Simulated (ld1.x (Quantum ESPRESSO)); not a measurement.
Which change was made? (N, TM)

| Property | Result |
| --- | --- |
| Element | nitrogen |
| Generator | ld1.x (Quantum ESPRESSO) 7.5 |
| Type | norm-conserving Troullier–Martins (Kleinman–Bylander form) |
| Functional | PBE |
| Relativity | scalar-relativistic |
| Frozen core | [He] |
| Valence charge | 5 |
| Reference configuration | 2s2 2p3 |
| Partial waves | 2s (bound): rc 0.70 bohr; 2p (bound): rc 2.35 bohr |
| Local potential | all-electron potential smoothed inside 1.00 bohr (lloc = -2) |
| Core correction | none |

Cutoffs, loose and tight: the cutoffs (Ry, on a coarse ladder) from which the occupation-weighted sum of valence levels, in a spherical-Bessel basis at the reference potential, stays within 10 and 1 mRy of its value at 400 Ry. They do not see the model core or the augmentation charge, which bear on the density cutoff. Test errors are all-electron minus pseudo excitation energies from the reference, over the configurations 2s2 2p2; 2s2 2p1; 2s2 2p0; 2s1 2p3; 2s1 2p0; 2s1 2p4; 2s2 2p3.3; variants that change the core or the reference have their own tests.

The base gives: outcome: generated; cutoff, loose: 140 Ry; cutoff, tight: 300 Ry; bound ghosts: none; largest test error (meV): +4504.

**Question.** After one change the result is: outcome: generated; cutoff, loose: 230 Ry; cutoff, tight: over 300 Ry; bound ghosts: none; largest test error (meV): +4528. Which change was it?
A. wave 2s (bound): rc 0.70 bohr becomes 2s (bound): rc 0.72 bohr
B. wave 2s (bound): rc 0.70 bohr becomes 2s (bound): rc 1.02 bohr
C. wave 2s (bound): rc 0.70 bohr becomes 2s (bound): rc 0.60 bohr

**Answer.** C. The others give: wave 2s (bound): rc 0.70 bohr becomes 2s (bound): rc 0.72 bohr → outcome: generated; cutoff, loose: 120 Ry; cutoff, tight: 260 Ry; bound ghosts: none; largest test error (meV): +4501 | wave 2s (bound): rc 0.70 bohr becomes 2s (bound): rc 1.02 bohr → outcome: generated; cutoff, loose: 50 Ry; cutoff, tight: 120 Ry; bound ghosts: none; largest test error (meV): +4497.
